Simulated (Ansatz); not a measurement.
SiH(vinyl)3 (C₆H₁₀Si). Total charge 0; singlet. Geometry B3LYP-D4/def2-SVP.

```xyz
17

Si    0.025    0.090    0.014
H     0.436    1.503    0.270
C     1.559   -0.987   -0.081
C     2.807   -0.528    0.085
H     1.432   -2.060   -0.284
H     3.011    0.529    0.291
H     3.686   -1.182    0.025
C    -0.914    0.007   -1.608
C    -1.142    1.066   -2.397
H    -1.303   -0.968   -1.936
H    -0.785    2.069   -2.134
H    -1.695    0.987   -3.340
C    -1.076   -0.492    1.419
C    -1.426    0.273    2.461
H    -1.459   -1.522    1.389
H    -1.082    1.310    2.559
H    -2.072   -0.094    3.268
```

B3LYP takes the VWN-RPA correlation.

Estimate the orbital energies around the gap (eV) in Ansatz with PBE-D4/def2-SVP, PBE-D4/def2-TZVP, B3LYP-D4/6-31G, PBE0-D4/def2-TZVP, PBE0-D4/def2-TZVPD.


| orbital | PBE-D4/def2-SVP | PBE-D4/def2-TZVP | B3LYP-D4/6-31G | PBE0-D4/def2-TZVP | PBE0-D4/def2-TZVPD |
| --- | --- | --- | --- | --- | --- |
| HOMO−5 | -7.64 | -7.70 | -8.76 | -9.04 | -9.05 |
| HOMO−4 | -7.64 | -7.70 | -8.68 | -9.02 | -9.03 |
| HOMO−3 | -7.62 | -7.69 | -8.68 | -9.02 | -9.03 |
| HOMO−2 | -6.51 | -6.62 | -7.26 | -7.77 | -7.78 |
| HOMO−1 | -6.51 | -6.61 | -7.26 | -7.76 | -7.78 |
| HOMO | -6.43 | -6.52 | -7.11 | -7.59 | -7.61 |
| LUMO | -1.42 | -1.61 | -0.25 | -0.62 | -0.68 |
| LUMO+1 | -1.42 | -1.61 | -0.25 | -0.62 | -0.67 |
| LUMO+2 | -0.23 | -0.42 | 1.00 | 0.75 | 0.59 |
| LUMO+3 | 1.14 | 0.72 | 2.47 | 1.56 | 0.67 |
| LUMO+4 | 1.30 | 0.73 | 2.48 | 1.56 | 0.71 |
| LUMO+5 | 1.30 | 0.81 | 2.56 | 1.62 | 0.78 |
